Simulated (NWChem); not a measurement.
System: AlH2Se2Cl; SMILES [Cl][Al]([SeH])[SeH]

```xyz
6

Al     0.0000     0.0000     0.4060
Cl     0.0000     0.0000     2.5060
Se    -2.0570    -0.0063    -0.6361
H     -1.4514    -0.0046    -1.9787
Se     2.0570     0.0063    -0.6361
H      1.4514     0.0046    -1.9787
```
Atoms are numbered in this order, from 1.

Level: PBE0/def2-SVP (NWChem), optimised geometry, unscaled harmonic frequencies. This build's default masses of Se (78.918 u) and Br (79.917 u) are each other's, which moves their modes by up to 0.6 %.

| frequency (cm⁻¹) | IR intensity (km/mol) |
|---|---|
| 91 | 3.7 |
| 104 | 3.9 |
| 167 | 21.2 |
| 172 | 0.0 |
| 240 | 6.5 |
| 248 | 1.2 |
| 477 | 76.9 |
| 554 | 107.7 |
| 596 | 28.5 |
| 641 | 30.0 |
| 2447 | 6.1 |
| 2451 | 11.4 |

```json
{
  "zero_point_energy": "11.7 kcal/mol",
  "thermal correction to the enthalpy at 298.15 K (with zero-point energy)": "16.8 kcal/mol",
  "heat capacity Cv": "21.6 cal/(mol K)",
  "entropy at 298.15 K and 1 atm (symmetry number 2)": "88.8 cal/(mol K)",
  "dipole_moment": "2.07 D"
}
```

Rigid rotor and harmonic oscillator; modes under 100 cm⁻¹ make the entropy uncertain.
